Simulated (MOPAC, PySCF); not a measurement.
[Nb(Cl)5], neutral singlet in the gas phase. 

Cartesian coordinates (Å):
```xyz
6

Nb     0.0000     0.0001     0.0000
Cl     1.4030    -1.5093    -0.9806
Cl     1.8374     1.2361     0.7266
Cl    -0.6585    -0.2939     2.1653
Cl    -1.8376    -1.2359    -0.7265
Cl    -0.7442     1.8030    -1.1848
```
Charge 0, spin multiplicity 1.

All levels are single points at this geometry (r2SCAN-D4/def2-SVP); Pople sets use spherical d functions. Orbital energies aren't observables, and empty levels follow the basis.

```csv
level,HOMO (eV),LUMO (eV),gap (eV),dipole (D),"vertical IE, Delta-SCF (eV)"
B3LYP-D3(BJ)/def2-TZVP in PySCF,-8.92,-4.57,4.34,0.00,–
TPSSh-D3(BJ)/def2-TZVP in PySCF,-8.50,-4.77,3.73,0.00,–
B3LYP/6-31G* (LANL2DZ on Nb) in PySCF,-9.09,-5.08,4.01,0.00,11.38
BP86/6-31G* (LANL2DZ on Nb) in PySCF,-8.12,-5.52,2.60,0.00,–
PM6 in MOPAC,-10.72,-1.90,8.82,0.00,–
PM7 in MOPAC,-10.91,-1.57,9.34,0.00,–
```
